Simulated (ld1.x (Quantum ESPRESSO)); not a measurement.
Logarithmic derivatives: lithium (Li), RRKJ

* Element: Li (Z = 3)
* Generator: ld1.x (Quantum ESPRESSO) 7.5
* Type: norm-conserving RRKJ (Kleinman–Bylander form)
* Functional: LDA (PZ)
* Relativity: scalar-relativistic
* Frozen core: none
* Valence charge: 3
* Reference configuration: 1s2 2s0 2p0 (charge +1)
* Partial waves: 2p (bound, empty): rc 4.20 bohr; 3d channel at 0.1 Ry: rc 4.30 bohr; 1s (bound): rc 0.70 bohr
* Local potential: the s channel
* Core correction: none
* rho0: 0.02

The phase is arctan(r·u′/u) with u = r·R(r), unwrapped; energies in Ry, scanned from -6 to 5 Ry. A pole is an energy at which the radial function vanishes at the test radius. The pseudo phase is shifted by a multiple of π to meet the all-electron one at the reference energy, and phase errors are pseudo minus all-electron; the curves can meet again beyond the range given. Levels narrower than the energy grid can be missing from the lists of poles.

```tsv
channel	radius (bohr)	reference energy (Ry)	poles, all-electron	poles, pseudo	unbroken range about the reference energy with phases within 0.05 rad	phase error 1 Ry above the reference energy (rad)
s	4.63	-4.38	-0.30, 1.53, 4.45	-0.30, 1.54, 4.49	below 0.5	+0.000
p	4.63	-0.34	-0.16, 1.36, 3.89	-0.15, -0.01, 1.91	below 0.0	-2.616
d	4.63	0.10	0.73, 2.78	0.75, 3.98	below 1.2	+0.031
```

Note: ghost state, extra bound levels that the all-electron valence spectrum of the same l lacks: p at -0.17 eV. A true bound ghost makes a file unfit for plane-wave use.

Phases in the d channel:

```csv
E (Ry),all-electron,pseudo
-6.00,1.482,1.482
-5.48,1.478,1.477
-4.96,1.473,1.472
-4.44,1.467,1.467
-3.92,1.460,1.460
-3.40,1.452,1.451
-2.88,1.441,1.441
-2.36,1.427,1.426
-1.84,1.407,1.406
-1.32,1.375,1.375
-0.80,1.314,1.314
-0.28,1.126,1.126
0.24,-0.912,-0.911
0.76,-1.583,-1.575
1.28,-1.851,-1.774
1.80,-4.181,-2.588
2.32,-4.621,-4.398
2.84,-4.721,-4.595
3.36,-4.806,-4.665
3.88,-5.029,-4.706
4.40,-7.432,-4.737
4.92,-7.748,-4.769
```
